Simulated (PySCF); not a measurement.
water (H2O), SMILES O. Atoms are numbered in the order given.

```xyz
3

O      0.0000     0.0000    -0.1171
H      0.0000    -0.7613     0.4682
H      0.0000     0.7613     0.4682
```

The structure is a stationary point at PBE0-D3(BJ)/def2-TZVPD.

Method: M06-2X/def2-TZVPD (PySCF).

Symmetry labels are those of the subgroup C2v that the program uses (full group C2v).

List the valence orbital energies around the gap with their symmetry. (An estimate is asked for; the answer gives what the named calculation found.)


```
orbital  symmetry  energy (eV)
-------  --------  -----------
HOMO−4         A1      -534.16
HOMO−3         A1       -30.93
HOMO−2         B2       -16.64
HOMO−1         A1       -12.97
HOMO           B1       -10.97
LUMO           A1         0.36
LUMO+1         B2         1.46
LUMO+2         B1         2.23
LUMO+3         A1         2.26
```
